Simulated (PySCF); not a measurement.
These are B3LYP-D3(BJ)/def2-TZVP // B3LYP-D3(BJ)/def2-SVP (PySCF) values and carry that method's errors. Gas-phase values, no solvent. One relaxed conformer stands for a flexible species; it need not be the lowest. B3LYP has the VWN-RPA correlation part, as in Gaussian. Delta-SCF ions had no search for a lower state. 

Reference species (SMILES): `[CH3][Ge]([CH3])([CH3])[CH3]` (neutral, multiplicity 1).

```
Item                                       Value
--------------------------------------  --------
vertical ionisation energy (Delta-SCF)   9.84 eV
HOMO                                    -7.85 eV
```

Changed species: `C[O][Ge]([CH3])([CH3])[CH3]` (C–O–Ge–C torsion 60°) (1 of 4 CH3 replaced by OCH3; the reference has 0 of 4 CH3 replaced by OCH3).

**Question.** Give the shifts of the vertical ionisation energy (Delta-SCF) and HOMO.

**Answer.** the vertical ionisation energy (Delta-SCF) drops by 0.73 eV, to 9.11 eV; the HOMO increases by 0.86 eV, to -6.99 eV.
